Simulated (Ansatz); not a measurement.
The same ligand exchange along the group F, Cl, Br.

Isolated molecules relaxed with PBE0-D4/def2-TZVP in Ansatz; ΔE leaves out vibrations. CCSD(T)/CBS is the MP2 limit (def2-TZVPP, def2-QZVPP) plus CCSD(T) − MP2 in def2-TZVPP, frozen cores. This one scheme is used for every species. DFT in def2-TZVPP. B3LYP here is the variant with VWN-RPA as its local correlation; programs differ in this. def2 core potentials past Kr. For Br, Cd outer-core shells are correlated without core-valence functions, which leaves a few kJ/mol of doubt a bond. Scalar relativity is left out up to krypton. Each species was taken in one conformer, which may not be the lowest.

```tsv
reaction	B3LYP-D4 (eV)	CCSD(T)/CBS(def2) (eV)
`[F][Cd][O][SiH3]` + NH₃ → `[NH2][Cd][F]` + `O[SiH3]`	0.29	0.30
`[SiH3][O][Cd][Cl]` + NH₃ → `[NH2][Cd][Cl]` + `O[SiH3]`	0.34	0.35
`[SiH3][O][Cd][Br]` + NH₃ → `[NH2][Cd][Br]` + `O[SiH3]`	0.36	0.37
```

Largest T1 diagnostic: 0.016, for `[F][Cd][O][SiH3]`.
